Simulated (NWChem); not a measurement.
System: CdNH$_{3}$; SMILES [NH2][CdH]

```xyz
5

Cd     0.0019    -0.2990     0.0000
H      0.0768    -1.9517     0.0000
N      0.0645     1.7059     0.0000
H     -0.3091     2.1819    -0.8182
H     -0.3091     2.1819     0.8182
```
Atoms are numbered in this order, from 1.

Program: NWChem. The geometry was optimised at PBE0/def2-SVP. Not confirmed as a minimum by frequencies. def2 effective core potentials on Cd; no spin-orbit coupling. Ions are spin-unrestricted doublets at the neutral geometry; other ion states weren't tried.

For level PBE/def2-SVP:

```
Quantity       Value
-------------  -----
−ε(HOMO) (eV)   5.05
```

Question: What are these values for level PBE0/def2-SVP?

Answer: 
- −ε(HOMO) (eV): 6.35
